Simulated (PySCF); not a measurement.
Ionising SbO

UHF-MP2; basis Sb def2-TZVPPD with ECP28, O def2-TZVPPD; scalar-relativistic core potentials; PySCF 2.14. Neutral (UHF): doublet (π ↑), Re = 1.839 Å, ωe = 807 cm⁻¹, De = 4.38 eV.

SbO⁻ (ROHF): triplet (π ↑↑), Re = 1.883 Å, ωe = 759 cm⁻¹, De = 4.48 eV to Sb + O⁻. The energies at the minima are -314.68296 hartree for SbO and -314.73702 for SbO⁻.

Task: Work out the adiabatic electron affinity, without and with harmonic zero-point energies (1 hartree = 27.2114 eV, 1 eV = 8065.5 cm⁻¹), and the change of the bond length.

Result: At MP2: 0.05406 hartree = 1.471 eV between the minima; the zero-point term (807.0 − 759.0)/2 cm⁻¹ = +0.003 eV makes it 1.474 eV. Re changes by +4.4 pm against the neutral. The electron enters a π orbital; the charge polarises the partner, so the anion is bound more strongly.

Correlated steps freeze 5 core orbitals. UHF and ROHF references stand side by side, which adds small steps between rows. These are scalar-relativistic numbers at best; spin–orbit coupling would shift them, the dissociation energy most. For an ion De counts to the pair picked by the measured ionisation energies or electron affinities, which need not be the lowest pair at this level. States were picked by a PBE0 search and need not be the measured ground states.

Neutral and ion stand on different kinds of reference determinant, which adds to the error of the difference.
